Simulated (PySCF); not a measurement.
**Atomic charges against the basis set**

H8P4Si.
Atom-mapped SMILES: `[PH2:1][Si:2]([PH2:3])([PH2:4])[PH2:5]` (hydrogens: H6, H7 on P1; H8, H9 on P3; H10, H11 on P4; H12, H13 on P5)

PBE0 throughout (PySCF), one geometry, spherical d and f functions. Isolated species at its PBE0-D3(BJ)/def2-SVP geometry, gas phase. Atoms taken as equivalent share a column and are averaged.

Mulliken charges (e):

```json
{"basis": "STO-3G", "functions": "53", "P1/P3/P4/P5": "+0.138", "Si2": "+0.121", "H6 (×8)": "-0.084"}
{"basis": "6-31G", "functions": "81", "P1/P3/P4/P5": "-0.012", "Si2": "-0.058", "H6 (×8)": "+0.013"}
{"basis": "pcSseg-0", "functions": "81", "P1/P3/P4/P5": "-0.253", "Si2": "+0.133", "H6 (×8)": "+0.110"}
{"basis": "6-31G*", "functions": "106", "P1/P3/P4/P5": "-0.116", "Si2": "+0.048", "H6 (×8)": "+0.052"}
{"basis": "def2-SVP", "functions": "130", "P1/P3/P4/P5": "-0.065", "Si2": "+0.053", "H6 (×8)": "+0.026"}
{"basis": "cc-pVDZ", "functions": "130", "P1/P3/P4/P5": "-0.085", "Si2": "-0.009", "H6 (×8)": "+0.044"}
{"basis": "pcSseg-1", "functions": "160", "P1/P3/P4/P5": "-0.124", "Si2": "-0.048", "H6 (×8)": "+0.068"}
{"basis": "aug-cc-pVDZ", "functions": "207", "P1/P3/P4/P5": "-0.996", "Si2": "+0.373", "H6 (×8)": "+0.451"}
{"basis": "6-311+G(2d,p)", "functions": "223", "P1/P3/P4/P5": "-0.371", "Si2": "+0.800", "H6 (×8)": "+0.086"}
{"basis": "def2-TZVP", "functions": "233", "P1/P3/P4/P5": "-0.226", "Si2": "+0.178", "H6 (×8)": "+0.091"}
{"basis": "cc-pVTZ", "functions": "282", "P1/P3/P4/P5": "-0.130", "Si2": "+0.144", "H6 (×8)": "+0.047"}
{"basis": "IGLO-III", "functions": "300", "P1/P3/P4/P5": "-0.044", "Si2": "+0.459", "H6 (×8)": "-0.035"}
{"basis": "pcSseg-2", "functions": "327", "P1/P3/P4/P5": "0.000", "Si2": "+0.033", "H6 (×8)": "-0.004"}
```

IAO charges (e):

```json
{"basis": "STO-3G", "functions": "53", "P1/P3/P4/P5": "+0.054", "Si2": "+0.205", "H6 (×8)": "-0.053"}
{"basis": "6-31G", "functions": "81", "P1/P3/P4/P5": "-0.106", "Si2": "+0.251", "H6 (×8)": "+0.022"}
{"basis": "pcSseg-0", "functions": "81", "P1/P3/P4/P5": "-0.117", "Si2": "+0.200", "H6 (×8)": "+0.033"}
{"basis": "6-31G*", "functions": "106", "P1/P3/P4/P5": "-0.081", "Si2": "+0.333", "H6 (×8)": "-0.001"}
{"basis": "def2-SVP", "functions": "130", "P1/P3/P4/P5": "-0.084", "Si2": "+0.335", "H6 (×8)": "0.000"}
{"basis": "cc-pVDZ", "functions": "130", "P1/P3/P4/P5": "-0.093", "Si2": "+0.345", "H6 (×8)": "+0.003"}
{"basis": "pcSseg-1", "functions": "160", "P1/P3/P4/P5": "-0.086", "Si2": "+0.331", "H6 (×8)": "+0.002"}
{"basis": "aug-cc-pVDZ", "functions": "207", "P1/P3/P4/P5": "-0.102", "Si2": "+0.357", "H6 (×8)": "+0.007"}
{"basis": "6-311+G(2d,p)", "functions": "223", "P1/P3/P4/P5": "-0.089", "Si2": "+0.356", "H6 (×8)": "0.000"}
{"basis": "def2-TZVP", "functions": "233", "P1/P3/P4/P5": "-0.089", "Si2": "+0.366", "H6 (×8)": "-0.001"}
{"basis": "cc-pVTZ", "functions": "282", "P1/P3/P4/P5": "-0.096", "Si2": "+0.363", "H6 (×8)": "+0.003"}
{"basis": "IGLO-III", "functions": "300", "P1/P3/P4/P5": "-0.088", "Si2": "+0.358", "H6 (×8)": "-0.001"}
{"basis": "pcSseg-2", "functions": "327", "P1/P3/P4/P5": "-0.086", "Si2": "+0.349", "H6 (×8)": "0.000"}
```

Some averages cover members that differ in this geometry, most widely: P1/P3/P4/P5, Mulliken in 6-311+G(2d,p) -0.405 to -0.336; H6 (×8), Mulliken in aug-cc-pVDZ +0.430 to +0.475; P1/P3/P4/P5, Mulliken in aug-cc-pVDZ -1.009 to -0.975; P1/P3/P4/P5, Mulliken in pcSseg-0 -0.267 to -0.238 e.

Q: Which scheme is steadiest as the basis changes?

A: Largest range over the bases for any column: IAO 0.17 e, Mulliken 1.13 e. IAO charges move least and Mulliken charges most, counted in e. Without the minimal STO-3G basis the ranges are IAO 0.17, Mulliken 1.00 e.

Q: How much do the charges still move between the two largest bases, IGLO-III and pcSseg-2?

A: At most, over all atoms: Mulliken 0.426 e, IAO 0.009 e.

Q: What do the same runs give for the total energy, the frontier levels and the dipole moment?

A: 
```tsv
basis	energy (Eh)	HOMO (eV)	LUMO (eV)	μ (D)
STO-3G	-1640.3178	-3.90	4.40	1.16
6-31G	-1658.8337	-7.14	-0.56	1.96
pcSseg-0	-1657.0932	-7.34	-0.65	2.26
6-31G*	-1658.9894	-7.10	-0.51	1.44
def2-SVP	-1658.5769	-7.10	-0.37	1.33
cc-pVDZ	-1659.0973	-7.04	-0.45	1.19
pcSseg-1	-1659.0245	-7.21	-0.70	1.44
aug-cc-pVDZ	-1659.1071	-7.12	-0.83	1.06
6-311+G(2d,p)	-1659.1469	-7.14	-0.85	1.08
def2-TZVP	-1659.1509	-7.11	-0.74	1.04
cc-pVTZ	-1659.1682	-7.11	-0.70	1.04
IGLO-III	-1659.1452	-7.06	-0.56	0.95
pcSseg-2	-1659.1813	-7.16	-0.85	1.19
```

The dipole is fixed by the density alone, so its range of 1.31 D shows that the density itself changes with the basis, not only its division among atoms.
